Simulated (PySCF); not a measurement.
## BeF2: adding exact exchange

Base calculation in PySCF with density fitting and no spin–orbit coupling, PBE/def2-TZVP (no relativity): singlet, D∞h, Be–F 1.391 Å (×2); wavenumbers 337 (×2), 701, 1523 cm⁻¹; gap between the highest occupied and lowest empty levels 8.25 eV, polar-tensor charge of Be 1.22 e, atomisation energy (no zero-point energy) 1296 kJ/mol.

**Question.** What changes on going to PBE0/def2-TZVP (no relativity)?

**Answer.** The point group stays the same. Changes: mean bond to Be -0.013 Å, highest wavenumber +49 cm⁻¹, lowest wavenumber +6 cm⁻¹, gap between the highest occupied and lowest empty levels +2.81 eV, polar-tensor charge of Be +0.08 e, atomisation energy (no zero-point energy) -49 kJ/mol. The new structure has Be–F 1.378 Å (×2), with wavenumbers 343 (×2), 725, 1572 cm⁻¹. Exact exchange shortens and stiffens the bonds and opens the gap, the usual pattern.

Only the bonding shown was studied: isomers, or loss of a ligand pair, can lie lower.
